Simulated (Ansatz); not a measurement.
Diatomic SiCu, multiplicity 4 (an upper state: multiplicity 2 came lower at CCSD(T)/def2-TZVPP on PBE0 minima). No spin–orbit coupling. Cu is treated without relativity.

Constants: fifth-degree fit in 1/R to seven points, most abundant isotopes. In def2 and cc sets the state is the lowest found near the PBE0 minimum, followed along R.

Programs: Ansatz (a first-principles code). Values without a source in brackets are computed.

Energies at wB97X-V/def2-TZVPP:

```csv
R (Å),E (hartree)
2.057989,-1929.68501345
2.113312,-1929.68768093
2.164208,-1929.68899455
2.221743,-1929.68943299
2.279278,-1929.68899767
2.345665,-1929.68767116
2.423116,-1929.68532196
```

Problem. With a reduced mass of 19.3669 u, find the minimum, the force constant and the constants.

Solution. A fifth-degree polynomial in 1/R puts the minimum at r_e = 2.2194 Å with force constant 116 N/m. Then ω_e = (1/2πc)√(k/μ) = 319 cm⁻¹ and B_e = h/(8π²cμr_e²) = 0.1767 cm⁻¹; the cubic and quartic terms give α_e = 0.0013 and ω_e x_e = 1.8 cm⁻¹.
